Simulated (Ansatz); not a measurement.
The first iterations of a band of AlClH$_{5}$InOSi (10 atoms, charge 0, multiplicity 1).

These are results of RKS PBE/def2-SVP (Ansatz 0.2.0), not measurements.

| Property | Result |
| --- | --- |
| movable images | 5 |
| climbing image | yes |
| spring | 5.0 eV/Å² |
| optimiser | quadratic models (default) |
| start path | IDPP |
| force threshold | 0.05 eV/Å |
| iteration limit | 10 |
| end points | relaxed |

First end point:

```xyz
10
Properties=species:S:1:pos:R:3
O -2.649 1.529 1.539
In -1.352 0.338 0.562
Cl 0.736 1.950 0.497
Si 0.109 -1.409 -0.671
Al 2.020 0.246 -0.503
H -3.504 1.068 1.663
H -0.068 -2.648 0.181
H -0.708 -1.665 -1.919
H 2.433 0.782 -1.954
H 3.066 -0.243 0.607
```

Last end point:

```xyz
10
Properties=species:S:1:pos:R:3
O -0.872 2.695 1.051
In -1.433 0.775 0.730
Cl -3.645 0.572 1.581
Si -0.234 -1.263 -0.347
Al 2.105 -0.742 -0.840
H 0.025 2.861 0.699
H -0.465 -2.371 0.649
H -1.088 -1.538 -1.561
H 2.448 0.051 -2.188
H 3.243 -1.091 0.229
```

| iteration | highest image above the first end (eV) | largest band force component (eV/Å) |
| --- | --- | --- |
| 1 | 1.243 | 1.123 |
| 2 | 0.861 | 0.431 |

**Question.** Does the band converge within its limit, and where does its top end?

**Answer.** It converged. It ended after 7 iterations with the highest image 0.857 eV above the first end. The highest image is an end point: on this band no image between the ends rises above it. The orbitals stay closed-shell, which can raise the energy where a bond breaks towards radicals; this wasn't checked here.

Run time: 68 s on 2 threads of Intel(R) Xeon(R) Platinum 8488C (Sapphire Rapids), with other jobs on the host, peak memory 0.19 GiB.
